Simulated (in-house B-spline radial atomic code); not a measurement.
A run on Cl3+ (an excited or competing configuration) that did not converge. Method: non-relativistic wB97X, spin-polarised, spherical fractional occupations, exact exchange averaged over the configuration, point nucleus; computed with a B-spline radial code for spherical atoms.

Command:
```bash
python run_scf.py task.json out
```
Settings:
```
Z                17
configuration    [Ne] 3s1 3p2 4d1
hamiltonian      nr
method           wb97x
spin_polarised   True
exact_exchange   averaged over the configuration
```

First and last ten iterations of the last attempt (damped for 15 steps, keeping 80 % of the old Fock matrix, then DIIS):
```
 iter        energy (Eh)    residual
    1        -454.033408    2.66e-01
    2        -455.531610    1.12e-01
    3        -455.588864    8.31e-02
    4        -455.620111    6.16e-02
    5        -455.637393    4.57e-02
    6        -455.647114    3.38e-02
    7        -455.652681    2.51e-02
    8        -455.655891    1.86e-02
    9        -455.657708    1.38e-02
   10        -455.658706    1.03e-02
  111        -455.660011    4.26e-04
  112        -455.660049    6.57e-04
  113        -455.659993    4.89e-04
  114        -455.659991    5.14e-04
  115        -455.659985    5.98e-04
  116        -455.659963    9.13e-04
  117        -455.659980    6.68e-04
  118        -455.659925    1.39e-03
  119        -455.660023    5.07e-04
  120        -455.660001    4.30e-04
 not converged after 120 iterations
```

The smallest residual met was 2.0e-04; the threshold is about 2e-07. No energy from this run should be used. Time taken, with all properties: 5.3 s on 1 thread of AMD EPYC 7R43 64-Core Processor, on a shared host.
